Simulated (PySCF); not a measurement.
**Predicted spectroscopic data**

Relativity neglected, one averaged value for each set of equivalent atoms, no solvent model, one computed conformer. Geometry from GFN2-xTB; shielding tensors at PBE0/pcSseg-1 (GIAO); PySCF 2.14.0 with density-fitted response routines.

Shifts are taken against calculated references (same method and geometry level): TMS for $^{1}$H (σ = 31.72 ppm) and $^{13}$C (σ = 186.93 ppm). Where no couplings were computed, multiplicities follow the n + 1 count of equivalent neighbours, and m marks all less simple cases (inequivalent or close neighbours, rings, F or P nearby). Shifts are as computed. Against solution values, carbons near 30 ppm lie about +3 ppm off and those near 130 ppm about +5 ppm; carbons on Cl a further +6 ppm (rms about the fit 2.1 ppm; single classes can miss by 10 ppm). Of 1328 compounds with measured shifts, 309 miss one by over three times the rms of a fit or turn the order of signals round; such compounds aren't used in these exercises. Signals without a measured value on file couldn't be tested in this way; 1H shifts scatter by 0.2 ppm about their fit, and single ones miss by 0.5 ppm. Carbons bonded to Cl come out too deshielded.

**1.** `O1CC(OC)(C)C1`, C$_{5}$H$_{10}$O$_{2}$. $^{1}$H NMR (400 MHz, computed): δ 4.84 (m, 2H), 4.32 (m, 2H), 3.28 (s, 3H), 1.49 (s, 3H). $^{13}$C{$^{1}$H} NMR (computed): δ 84.3, 79.1, 52.7, 22.4.

**2.** `ClCC(=C)C(C)=O`, C$_{5}$H$_{7}$ClO. $^{1}$H NMR (400 MHz, computed): δ 6.74 (br s, 1H), 6.50 (br s, 1H), 4.43 (s, 2H), 2.47 (s, 3H). $^{13}$C{$^{1}$H} NMR (computed): δ 202.0 (C), 150.9 (C), 133.9 (CH2), 51.5 (CH2), 28.5 (CH3).

**3.** `[C@H]1(C=O)[C@@H]2CC[C@H]1C2`, C$_{7}$H$_{10}$O. $^{1}$H NMR (400 MHz, computed): δ 10.39 (d, 1H), 2.63 (m, 1H), 2.59 (m, 2H), 1.89 (m, 1H), 1.83 (m, 2H), 1.82 (m, 2H), 1.15 (m, 1H). $^{13}$C{$^{1}$H} NMR (computed): δ 208.1 (CH), 66.5 (CH), 43.8 (CH), 36.8 (CH2), 31.0 (CH2).
